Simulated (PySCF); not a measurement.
A structure optimised at B3LYP-D3(BJ)/def2-SVP, used in a PySCF frequency run:

```xyz
6

Ga    -0.0022     0.7532     0.0000
Br    -0.0138    -1.5320     0.0000
O     -1.5510     1.6219     0.0000
H     -1.4356     2.5824     0.0000
O      1.5103     1.6949     0.0000
H      2.3110     1.1536     0.0000
```

### Question
Write its SMILES, formula and point group.

### Answer
[OH][Ga]([OH])[Br], BrGaH2O2, Cs

### Question
What are its rotational constants (standard atomic weights)?

### Answer
6.1298, 1.5682, 1.2487 GHz
